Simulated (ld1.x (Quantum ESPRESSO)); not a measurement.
Reading a pseudo-wave (P (Z = 15))

Columns: radius, all-electron u(r) and pseudo u(r) of the 3s shell (level -34.02 eV) of phosphorus in the configuration [Ne] 3s2 3p1; LDA (PZ), scalar-relativistic, TM scheme, ld1.x (Quantum ESPRESSO) 7.5.

```csv
r (bohr),all-electron,pseudo
0.065,0.2135,0.0258
0.130,0.0303,0.0519
0.195,-0.1914,0.0785
0.260,-0.3444,0.1060
0.325,-0.4110,0.1346
0.390,-0.4040,0.1647
0.455,-0.3430,0.1968
0.520,-0.2467,0.2312
0.585,-0.1303,0.2685
0.650,-0.0052,0.3092
0.715,0.1204,0.3539
0.780,0.2409,0.4028
0.845,0.3524,0.4558
0.910,0.4529,0.5123
0.975,0.5412,0.5708
1.040,0.6169,0.6289
1.105,0.6801,0.6837
1.170,0.7315,0.7321
1.235,0.7717,0.7717
1.300,0.8015,0.8015
1.365,0.8220,0.8220
1.430,0.8340,0.8340
1.495,0.8386,0.8386
1.560,0.8366,0.8366
1.625,0.8289,0.8289
1.690,0.8164,0.8164
```

Task: How many radial nodes do the two functions have?

Result: The all-electron 3s function has n − l − 1 = 2; the pseudo-wave has 0, since the states of the same l below it are removed with the core.

Task: At about which radius was the pseudo-wave matched?

Result: 1.30 bohr, where the columns begin to agree (steps of 0.07 bohr).

Task: Is the pseudo-wave norm-conserving?

Result: Yes: the TM scheme keeps the norm inside the radius equal to the all-electron one, which fixes the energy derivative of the logarithmic derivative at the level.
